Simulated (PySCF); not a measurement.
# C₆ coefficients of unlike pairs at PBE

Calculated with PySCF 2.14 from the dipole response of each species, C₆(A,B) = (3/π) ∫ α_A(iu) α_B(iu) du, in atomic units, from isotropic polarisabilities. For ions this is the dispersion term alone; charge-induced terms of lower order in 1/R come first.

```tsv
species	configuration	basis	relativity	α (bohr³)	C₆ (like pair)
Co²⁺	[Ar] 3d7 (4F)	aug-cc-pwCVTZ (10s9p7d4f3g)	none	3.608	10.36
Mg⁺	[Ne] 3s1 (2S)	x2c-TZVPPall with one added diffuse shell each of s, p, d type (6s5p4d)	spin-free X2C	33.28	142.2
V	[Ar] 3d3 4s2 (4F)	aug-cc-pwCVTZ-DK (10s9p7d4f3g)	spin-free X2C	90.87	975.4
Ti⁺	[Ar] 3d2 4s1 (4F)	aug-cc-pVTZ (8s7p5d3f2g)	none	47.50	300.5
```

(1) Estimate C₆ for Ti⁺ with V.

No spin-orbit coupling is included.

The other pairs:

```
     pair     C₆
Ti⁺, Co²⁺  42.38
Mg⁺, Co²⁺  26.85
  V, Co²⁺  71.44
 Ti⁺, Mg⁺  205.8
   V, Mg⁺  372.0
```

Results:

(1) The integral gives 539.7. The combination rule 2 C_A C_B / (C_A α_B/α_A + C_B α_A/α_B) gives 540.4 and the geometric mean 541.4.
